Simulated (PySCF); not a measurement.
A calculated (LDA, PySCF 2.14, aug-cc-pCVQZ-DK, the spin-free X2C one-electron Hamiltonian (Gaussian nucleus)) atom or ion has these occupied shells.

| shell | electrons | orbital energy (eV) | rms radius, mean of both spins (bohr) |
| --- | --- | --- | --- |
| 1s α | 1 | -285.87 | 0.317 |
| 1s β | 1 | -285.27 | 0.317 |
| 2s α | 1 | -26.120 | 1.61 |
| 2s β | 1 | -24.609 | 1.61 |
| 2p α | 1 | -17.805 | 1.65 |

**Question.** Name the element and its charge.

**Answer.** C⁺ (carbon, charge +1), in [He] 2s2 2p1, 2P determinant.
